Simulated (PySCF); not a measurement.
C6H6O, SMILES C#C[C@H]1C=COC1. The structure is a stationary point at PBE-D3(BJ)/def2-SVP. The structure was generated by enumeration; whether it is a known compound was not checked. The values are those of a single conformer.

Computed equilibrium geometry at PBE-D3(BJ)/def2-SVP (PySCF confirms it by a frequency run) as a Z-matrix (one conformer of several):
```
C
H 1 1.1176
C 1 1.4616 2 107.65
C 3 1.2228 2 149.45 1 -179.10
H 4 1.0807 2 160.72 1 179.71
C 1 1.5265 2 109.40 3 -126.63
C 6 1.3470 1 107.77 2 -103.59
O 7 1.3645 6 115.54 1 -2.80
H 6 1.0950 7 127.22 8 -178.21
H 7 1.0990 6 129.77 9 0.41
C 8 1.4443 7 106.43 10 171.76
H 11 1.1063 8 108.55 7 140.01
H 11 1.1119 12 109.23 8 -118.08
```
Charge 0, spin multiplicity 1.
